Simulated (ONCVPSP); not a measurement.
## Cs: what ONCVPSP 4.0.1 does with a changed input

Command:

```bash
oncvpsp.x < Cs.dat > Cs.out
```

Input:

```
# ATOM AND REFERENCE CONFIGURATION
# atsym  z   nc   nv     iexc    psfile
  Cs 55.00    9    3  -116133      upf
#
#   n    l    f
    1    0    2.00
    2    0    2.00
    2    1    6.00
    3    0    2.00
    3    1    6.00
    3    2   10.00
    4    0    2.00
    4    1    6.00
    4    2   10.00
    5    0    2.00
    5    1    6.00
    6    0    0.50
#
# PSEUDOPOTENTIAL AND OPTIMIZATION
# lmax
    1
#
#   l,   rc,      ep,       ncon, nbas, qcut
    0    3.00    0.00    4    9    3.50
    1    3.05    0.00    4    8    4.80
    2    3.20    0.23    4    9    3.30
#
# LOCAL POTENTIAL
# lloc, lpopt,  rc(5),   dvloc0
    4    5    2.60    6.00
#
# VANDERBILT-KLEINMAN-BYLANDER PROJECTORs
# l, nproj, debl
    0    2    2.30
    1    2    2.70
    2    3    3.20
#
# MODEL CORE CHARGE
# icmod, fcfact, rcfact
    3    2.00    1.70
#
# LOG DERIVATIVE ANALYSIS
# epsh1, epsh2, depsh
   -3.00    5.00    0.02
#
# OUTPUT GRID
# rlmax, drl
    6.00    0.01
#
# TEST CONFIGURATIONS
# ncnf
    4
# nvcnf
#   n    l    f
    3
    5    0    2.00
    5    1    6.00
    6    0    1.00
#
    3
    5    0    2.00
    5    1    6.00
    6    0    0.00
#
    4
    5    0    2.00
    5    1    6.00
    6    0    0.00
    6    1    1.00
#
    4
    5    0    2.00
    5    1    6.00
    6    0    0.50
    5    2    0.50
#
```

Output:

```
ONCVPSP  (Optimized Norm-Conservinng Vanderbilt PSeudopotential)
scalar-relativistic version 4.0.1

Read ERROR, input data file line  26
Program will stop
```

**Question.** This input was made by a single change from one that runs to its end. What was changed?

**Answer.** The change: lmax lowered by one with the lists unchanged. The program refuses the input: "Read ERROR, input data file line 26".
